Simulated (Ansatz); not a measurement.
Geometry optimisation, RKS BLYP-D4/6-31G* in Ansatz.

The input (input.yaml):

```yaml
crystal:
  periodic: [false, false, false]
  atoms:
    - { symbol: Al, position_ang: [0.150171, 0.542764, -0.538943] }
    - { symbol: O, position_ang: [0.055376, 0.027272, 2.375743] }
    - { symbol: H, position_ang: [-0.871421, -0.100067, 2.672385] }
    - { symbol: Cl, position_ang: [1.905666, -0.313613, -1.342132] }
    - { symbol: Cl, position_ang: [-1.741633, -0.157224, -1.19399] }
    - { symbol: H, position_ang: [0.211991, 1.787198, 0.413613] }
    - { symbol: H, position_ang: [0.084249, 0.984369, 2.099224] }
basis:
  gaussian: { orbitals: "6-31G*" }
hamiltonian:
  xc: blyp
  dispersion: d4
relax:
  f_tol: 0.03
  max_steps: 50
```

Run as:

```bash
$ ansatz run input.yaml --threads 1 --pin off --max-ram 2048MiB --backend cpu --events-out ev --progress --plain --runs-dir out
```

Q: Where does it end, and by what steps?

A: It converged. After 10 steps the energy has fallen by 0.860 eV; H3 moved furthest, 0.81 Å. Joined: Al1–O2.

| step | energy less start (eV) | largest force component (eV/Å) | accepted |
| --- | --- | --- | --- |
| 0 | 0.0000 | 0.647 | yes |
| 1 | -0.1336 | 1.993 | yes |
| 2 | -0.3928 | 2.218 | yes |
| 3 | -0.6774 | 0.596 | yes |
| 4 | -0.7833 | 0.582 | yes |
| 5 | -0.8000 | 0.710 | yes |
| 6 | -0.8396 | 0.198 | yes |
| 7 | -0.8536 | 0.322 | yes |
| 8 | -0.8586 | 0.053 | yes |
| 9 | -0.8593 | 0.041 | yes |
| 10 | -0.8599 | 0.017 | yes |

```xyz
7
Properties=species:S:1:pos:R:3
Al 0.155 0.635 -0.147
O 0.079 0.120 1.808
H -0.727 -0.432 1.944
Cl 1.812 -0.485 -0.900
Cl -1.798 -0.183 -0.602
H 0.285 2.207 -0.006
H -0.012 0.909 2.390
```

Time of the run: 27 s on 1 thread of Arm Neoverse V2 (shared host), peak memory 0.12 GiB.
